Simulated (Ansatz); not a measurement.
Mulliken charges of FH5O2Si2, SMILES `O[SiH2][SiH](O)F` from r2SCAN/def2-TZVPP in Ansatz (PBE0-D4/def2-TZVP geometry).

```csv
atom,x (Å),y (Å),z (Å),charge (e)
O1,-1.518,0.514,-0.738,-0.442
Si2,-0.931,-0.210,0.639,0.363
Si3,1.370,-0.175,0.155,0.663
O4,1.476,0.044,-1.462,-0.403
F5,2.048,1.043,0.943,-0.322
H6,-2.461,0.669,-0.811,0.201
H7,-1.472,-1.591,0.793,-0.093
H8,-1.316,0.554,1.859,-0.085
H9,2.167,-1.375,0.495,-0.102
H10,0.721,0.476,-1.871,0.220
```

**Question.** By hand: the dipole of these point charges (1 e Å = 4.8032 D).

**Answer.** Σ q r = (-0.321, -0.293, 0.090) e Å, of length 0.444 e Å = 2.13 D.

**Question.** How does the dipole of the full density compare? (An estimate is asked.)

**Answer.** The calculation gave: (-0.622, -0.057, -0.054) e Å, 3.01 D; the point charges give 0.71 times that, at 41° from its direction.

Point charges leave out the atoms' own dipoles, such as those of lone pairs, and Mulliken's split depends on the basis, so the two needn't agree.
